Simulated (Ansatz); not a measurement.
Total energies of Te(CN)2 (TeC₂N₂) from Ansatz at PBE0-D4/def2-TZVP, gas phase (1 Eh = 27.2114 eV = 2625.5 kJ/mol). The reference geometry is relaxed at B3LYP-D4/def2-SVP.

```xyz
5

Te   -0.5220   -0.1374   -1.3125
C    -1.0352   -0.9793    0.5039
N    -1.3852   -1.4949    1.4850
C     1.0282    0.9775   -0.5216
N     1.9143    1.6341   -0.1548
```

```csv
state,geometry,energy (Eh)
charge 0 singlet,reference,-453.53828
charge 1 doublet,reference,-453.16701
free Te atom (triplet),–,-267.99464
free C atom (triplet),–,-37.80537
free N atom (quartet),–,-54.54382
```

In the def2 sets Te takes a core potential; there is no spin–orbit coupling.

(1) Work out the vertical ionisation energy to the doublet.

(2) What is the binding energy per atom against free atoms?

(1) E(charge 1 doublet) − E(charge 0 singlet) = -453.16701 − (-453.53828) = 0.37127 Eh = 10.10 eV. For comparison, −ε of the highest occupied level is 8.04 eV at this level, 2.06 eV less.

(2) Atoms: 1 × (-267.99464) + 2 × (-37.80537) + 2 × (-54.54382) = -452.69302 Eh. Binding: -452.69302 − (-453.53828) = 0.84526 Eh = 23.00 eV, or 4.60 eV for each of 5 atoms (no zero-point energy, no counterpoise term).
